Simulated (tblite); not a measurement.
Species: C6H12AsP.
Structure used (GFN2-xTB), in Å, numbered top down from 1:
```
atom  x, y, z in Å
C1    -2.095   -1.621    0.000
As2   -1.201    0.000    0.690
C3    -2.459    1.295   -0.123
P4     0.325    0.104   -1.074
C5     1.393   -1.253   -0.502
C6     2.347   -0.879    0.340
C7     2.336    0.562    0.743
C8     1.534    1.317   -0.317
H9    -1.521   -2.509    0.259
H10   -3.084   -1.715    0.447
H11   -2.204   -1.577   -1.083
H12   -3.428    1.229    0.371
H13   -2.591    1.095   -1.185
H14   -2.090    2.313   -0.003
H15    1.259   -2.259   -0.869
H16    3.079   -1.548    0.768
H17    1.838    0.645    1.720
H18    3.345    0.964    0.848
H19    2.194    1.656   -1.121
H20    1.019    2.192    0.087
```

Level: GFN2-xTB in tblite, geometry and Hessian alike; calculated harmonic values, unscaled, isolated species. This tight-binding method is rough: wavenumbers can miss measured ones by several per cent, in bad cases by 10 to 20. One conformer, not necessarily the lowest.

Harmonic wavenumbers (cm⁻¹): 31.0, 86.9, 102.1, 124.7, 149.9, 160.7, 184.5, 203.5, 222.5, 326.4, 404.0, 496.3, 566.0, 571.3, 626.1, 691.2, 719.0, 763.2, 766.1, 800.5, 811.8, 817.6, 856.6, 868.3, 951.2, 963.1, 1048.6, 1103.5, 1104.4, 1160.7, 1244.0, 1264.3, 1296.5, 1305.0, 1315.1, 1444.2, 1453.5, 1460.4, 1462.5, 1463.5, 1469.7, 1638.3, 2875.3, 2935.1, 2954.6, 2971.0, 2977.1, 2982.4, 2983.2, 2988.1, 2991.7, 2995.5, 3059.9, 3076.9.

A = 2218, B = 884.5, C = 807.7 MHz; mass 189.989 u (most abundant isotopes); point group C1, symmetry number 1.

Problem. What is the zero-point energy?

Solution. Half the sum of the wavenumbers: 35145 cm⁻¹ = 100.48 kcal/mol.

Problem. What is S at 298.15 K and 1 bar for an ideal gas of classical rigid rotors and harmonic oscillators?

Solution. Translation 41.66, rotation 29.70, vibration 34.49: S = 105.8 cal/(mol K).

Problem. And Cp and H(298.15 K) − H(0)?

Solution. Cp = 41.96 cal/(mol K), of which vibrations give 34.02 (their classical limit is 54 R = 107.3); H(298.15 K) − H(0) = 7.67 kcal/mol without the zero-point energy, 5.30 from vibrations.

Problem. What must be added to the electronic energy to get the Gibbs energy at 298.15 K and 1 bar?

Solution. ZPE + [H(298.15 K) − H(0)] − T·S = 100.48 + 7.67 − 31.56 = 76.59 kcal/mol.

Problem. Which modes carry the vibrational entropy at 298.15 K?

Solution. 31.0 cm⁻¹: 5.76; 86.9 cm⁻¹: 3.73; 102.1 cm⁻¹: 3.41; 124.7 cm⁻¹: 3.03; 149.9 cm⁻¹: 2.67; 160.7 cm⁻¹: 2.54 cal/(mol K); the other 48 give 13.34 together.

Problem. Blend soft modes into free rotors: weight 1/[1 + (100 cm⁻¹/ν̃)⁴] for the oscillator and the rest for a rotor with moment μB/(μ + B), μ = h/(8π²ν), B = 10⁻⁴⁴ kg m². What vibrational entropy results?

Solution. 31.86 cal/(mol K) in place of 34.49, which changes −T·S at 298.15 K by +0.79 kcal/mol.

Hindered rotation and anharmonicity are outside this model. Other conformers, if any are populated, would add a mixing term that is left out. The structure is chiral; the term R ln 2 for an equal mix with its mirror image is left out.
